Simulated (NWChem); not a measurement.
Molecule: CH3FOZr; SMILES [CH3][Zr](=[O])[F]

```xyz
7

Zr    -0.2307     0.0154     0.1683
O     -1.4600     0.1271    -1.0552
F      0.5627    -1.7422     0.2148
C      1.2833     1.5999    -0.3091
H      1.7306     1.3922    -1.2984
H      2.1159     1.6567     0.4162
H      0.8264     2.6033    -0.3899
```
Atoms are numbered in this order, from 1.

Level: PBE0/def2-SVP with def2 effective core potentials on Zr (NWChem), optimised geometry, unscaled harmonic frequencies. def2 effective core potentials on Zr; no spin-orbit coupling.

Problem. List the harmonic frequencies with IR intensities, and the thermochemistry.

Solution. 
```
frequency (cm⁻¹)  IR intensity (km/mol)
----------------  ---------------------
79                                  0.8
120                                25.8
160                                13.5
215                                14.7
434                                44.9
499                                69.8
551                                10.7
665                               151.2
983                               206.5
1165                               10.3
1396                                6.1
1406                                5.0
3017                                1.7
3119                                4.3
3120                               11.2
```

```
Quantity                                                                           Result
-----------------------------------------------------------------------  ----------------
zero-point energy                                                           24.2 kcal/mol
thermal correction to the enthalpy at 298.15 K (with zero-point energy)     28.8 kcal/mol
heat capacity Cv                                                         19.1 cal/(mol K)
entropy at 298.15 K and 1 atm (symmetry number 1)                        80.8 cal/(mol K)
```

Rigid rotor and harmonic oscillator; modes under 100 cm⁻¹ make the entropy uncertain.
